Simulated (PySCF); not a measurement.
Species: BCl2Br.
InChI=1S/BBrCl2/c2-1(3)4

The closed-shell ground state was solved at several levels (PySCF, density fitting, gas phase). Isolated species at its PBE0-D3(BJ)/def2-SVP geometry, gas phase. Relativistic effects, spin–orbit coupling among them, are left out although an element past zinc is present.

```json
{"level": "PBE0/pcSseg-1", "basis functions": "106", "HOMO (eV)": "-8.78", "LUMO (eV)": "-1.90", "gap (eV)": "6.88", "dipole (D)": "0.17"}
{"level": "B3LYP/pcSseg-1", "basis functions": "106", "HOMO (eV)": "-8.44", "LUMO (eV)": "-2.00", "gap (eV)": "6.44", "dipole (D)": "0.20"}
```

Question: What might wB97X-D/def2-SVPD (115 basis functions) give for the same quantities?

Answer: HOMO -10.61 eV, LUMO -0.19 eV, gap 10.42 eV, dipole 0.07 D.

Question: Over all these levels, which gives the widest orbital gap and which the narrowest?

Answer: wB97X-D/def2-SVPD (range-separated hybrid) has the widest, 10.42 eV, and B3LYP/pcSseg-1 (global hybrid, 20 % exact exchange) the narrowest, 6.44 eV. Functional and basis both differ between the two, so the spread mixes both effects.

Question: How far do the dipole and the HOMO energy spread over the levels?

Answer: The dipole runs from 0.07 to 0.20 D (mean 0.15 D) and the HOMO from -10.61 to -8.44 eV.
